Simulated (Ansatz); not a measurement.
One change: `C[Si](F)(F)N=C=O` becomes `C[Si](F)(F)[SnH3]`.

Ansatz, PBE0-D4/def2-TZVP geometries, multiplicity 1. Each molecule was computed in one conformer, which needn't be the lowest.

Elements past krypton have def2 core potentials.

| property | `C[Si](F)(F)N=C=O` |
| --- | --- |
| LUMO energy (ωB97M-V/def2-TZVPP) / eV | 2.20 |
| size of the dipole moment (ωB97M-V/def2-TZVPP) / D | 2.48 |
| size of the dipole moment (B3LYP/def2-TZVPP) / D | 2.52 |
| LUMO energy (PBE0/def2-TZVPP) / eV | 0.37 |
| LUMO energy (B3LYP/def2-TZVPP) / eV | 0.11 |
| HOMO energy (PBE/def2-TZVPP) / eV | -7.87 |

Give the same properties after the change, and the shifts. (An estimate is asked.)

The calculation gave: 
| property | `C[Si](F)(F)[SnH3]` | shift |
| --- | --- | --- |
| LUMO energy (ωB97M-V/def2-TZVPP) / eV | 1.50 | -0.70 |
| size of the dipole moment (ωB97M-V/def2-TZVPP) / D | 1.91 | -0.57 |
| size of the dipole moment (B3LYP/def2-TZVPP) / D | 1.93 | -0.59 |
| LUMO energy (PBE0/def2-TZVPP) / eV | -0.11 | -0.48 |
| LUMO energy (B3LYP/def2-TZVPP) / eV | -0.31 | -0.42 |
| HOMO energy (PBE/def2-TZVPP) / eV | -6.79 | 1.08 |

With PBE0 the HOMO rises by 1.40 eV and the LUMO falls by 0.48 eV, so the gap narrows by about 1.88 eV. PBE moves the HOMO by 1.08 eV and ωB97M-V by 1.65 eV. Dipoles are sizes alone; their direction can turn.

B3LYP here is the variant with VWN-RPA as its local correlation; programs differ in this.
